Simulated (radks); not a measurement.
Numerical settings for neutral selenium, [Ar] 3d10 4s2 4p4. Calculated with a radial shooting solver on a logarithmic mesh with Libxc functionals: scalar-relativistic Kohn-Sham, r2SCAN, spin-unpolarised, spherical densities, finite nucleus; meta-GGA in the generalised Kohn-Sham scheme; Fermi nuclear charge, rms radius 4.14 fm. The defaults (mesh step 0.008 in ln r, mesh end at 40 bohr or more with all orbitals vanishing there, Anderson mixing 0.5 over 9 steps, residual threshold near 1e-9 with the energy settled to 1e-9 hartree or 1e-11 of itself, here a cap of 77 iterations) give E = -2430.352 hartree and 4p at -6.747 eV in 12 iterations. Run on one thread of a shared host, so times are rough (Intel(R) Xeon(R) 6975P-C): 0.07 s of CPU time, 0.07 s wall, 12 iterations on 2381 mesh points. Changes against that run (0 stands for a change within the tolerance of the run):

setting,iterations,converged,E (mhartree),e(4p) (meV),CPU (s)
mesh step in ln r 0.003,14,yes,0,-0.0076,0.19
mesh step in ln r 0.08,7,no,diverged,-,0.01
mesh step in ln r 0.03,12,yes,-0.0457,-0.0353,0.02
mesh end (bohr) 400,12,yes,0,0,0.07
mesh end (bohr) 20,12,yes,0,0,0.06
residual threshold 0.001,9,yes,0,+0.559,0.05
residual threshold 0.01,9,yes,0,+0.559,0.05
mixing 2.5,18,yes,0,-0.0564,0.09
"linear mixing, mixing 0.05",77,no,+2.41,-36.7,0.34
"linear mixing, mixing 0.2",62,yes,0,-0.0408,0.26
mixing history 3,14,yes,0,-0.00961,0.07
iteration cap 2,2,no,+412,-6.78e+03,0.02

No run marked as converged misses the energy by more than 1 mhartree. A mesh that ends early acts as a hard wall.
